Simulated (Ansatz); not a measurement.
The same path of CH5N + GeH3 (11 atoms, charge 0, multiplicity 2) was run twice with different band settings. Lost on the way: H1–C2. Made: H1–Ge4.

Method: Ansatz 0.2.0, UHF/def2-SVP.

Relaxed end points:

```xyz
11
Properties=species:S:1:pos:R:3
H 0.161 -0.379 -1.433
C 0.225 0.472 -2.125
N -0.067 1.761 -1.538
Ge -0.327 -1.654 2.826
H -0.465 0.278 -2.949
H 1.231 0.478 -2.547
H -0.995 1.785 -1.155
H 0.566 1.970 -0.786
H -0.590 -0.193 3.215
H 1.174 -1.902 2.625
H -0.912 -2.616 3.867
```

```xyz
11
Properties=species:S:1:pos:R:3
H -0.156 -1.233 1.015
C 0.207 0.714 -2.504
N -0.031 1.856 -1.738
Ge -0.107 -1.498 2.524
H -0.602 0.392 -3.149
H 1.217 0.585 -2.873
H -0.935 1.881 -1.306
H 0.681 2.054 -1.062
H -0.587 -0.250 3.277
H 1.332 -1.821 2.944
H -1.018 -2.681 2.871
```

Common settings: spring 5.0 eV/Å²; optimiser quadratic models (default); start path through a guess of the saddle point; force threshold 0.05 eV/Å; iteration limit 60; end points relaxed.

| run | movable images | climbing image |
| --- | --- | --- |
| 1 | 5 | yes |
| 2 | 6 | no |

**Question.** What does each run give, and how far can it be trusted?

**Answer.** Run 1: converged after 16 iterations, highest image 1.215 eV above the first end. A vibrational analysis at the climbing image gives one clearly imaginary mode, 1888i cm⁻¹, and a faint second one (37i cm⁻¹) that may be numerical noise or a soft torsion: probably a first-order saddle point.
Run 2: converged after 19 iterations, highest image 0.361 eV above the first end. A structure lower than the first end lies on the path between it and the top, so the climb from that side starts below the end, which may itself be a saddle point or a shallow side well. A structure lower than the last end lies on the path between it and the top, so the climb from that side starts below the end, which may itself be a saddle point or a shallow side well. No image climbed, so the highest image needn't sit at the top of the path.
